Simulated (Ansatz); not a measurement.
Start from `F[Si](F)(I)I` and change one element to get `[F][Ge]([F])([I])[I]`.

Ansatz, PBE0-D4/def2-TZVP geometries, multiplicity 1. 

Elements past krypton have def2 core potentials. Scalar relativity is left out up to krypton.

```
                                                                                  property  `F[Si](F)(I)I`
                                                      HOMO–LUMO gap (PBE0/def2-TZVPP) / eV            6.48
                                                         HOMO energy (PBE/def2-TZVPP) / eV           -6.93
                                                        HOMO energy (PBE0/def2-TZVPP) / eV           -8.08
                                                        LUMO energy (PBE0/def2-TZVPP) / eV           -1.60
                                                     HOMO energy (ωB97M-V/def2-TZVPP) / eV          -10.16
ideal-gas entropy at 298 K and 1 bar (rigid rotor, harmonic PBE0-D4/def2-TZVP) / J/(mol·K)             365
```

Q: What does the change do to each property? (Best estimate.)

A: The calculation gave: 
```csv
property,`[F][Ge]([F])([I])[I]`,shift
HOMO–LUMO gap (PBE0/def2-TZVPP) / eV,5.55,-0.93
HOMO energy (PBE/def2-TZVPP) / eV,-7.15,-0.22
HOMO energy (PBE0/def2-TZVPP) / eV,-8.32,-0.24
LUMO energy (PBE0/def2-TZVPP) / eV,-2.77,-1.17
HOMO energy (ωB97M-V/def2-TZVPP) / eV,-10.42,-0.26
"ideal-gas entropy at 298 K and 1 bar (rigid rotor, harmonic PBE0-D4/def2-TZVP) / J/(mol·K)",383,18
```

With PBE0 the HOMO falls by 0.24 eV and the LUMO falls by 1.17 eV, so the gap narrows by about 0.93 eV. PBE moves the HOMO by -0.22 eV and ωB97M-V by -0.26 eV.

Spin–orbit coupling is left out; it splits and shifts lone-pair levels of the heavy atoms by tenths of an eV.
